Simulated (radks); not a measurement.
Charge is removed step by step from the 5s1/2 level of In2+, starting from [Kr] 4d10 5s1. Calculated with a radial shooting solver on a logarithmic mesh with Libxc functionals: Dirac Kohn-Sham, PBE, spin-unpolarised, spherical densities, finite nucleus; Fermi nuclear charge, rms radius 4.6156 fm.

removed (e)  E - E(0) (eV)  eigenvalue (eV)  E minus straight line (eV)
0                    0.000          -23.667                       0.000
0.1                  2.412          -24.580                      -0.420
0.2                  4.916          -25.499                      -0.748
0.3                  7.512          -26.425                      -0.983
0.4                 10.201          -27.357                      -1.126
0.5                 12.984          -28.296                      -1.176
0.6                 15.861          -29.240                      -1.131
0.7                 18.832          -30.190                      -0.991
0.8                 21.899          -31.144                      -0.756
0.9                 25.061          -32.101                      -0.426
1                   28.319          -33.055                       0.000

Removing the whole electron costs 28.319 eV by Delta-SCF, against 23.667 eV from minus the eigenvalue at the starting occupation. Slater's transition state (half an electron removed) gives 28.296 eV. Integrating minus the eigenvalue over the occupation (Janak's theorem) gives 28.319 eV. The mean slope of the eigenvalue, de/dn, is 9.39 eV per electron. Ionisation energy of In2+ in the NIST Atomic Spectra Database: 28.044 eV (measured).

Beside tabulated values, note that spin-unpolarised runs miss the spin-polarisation part of the exchange energy of open shells.
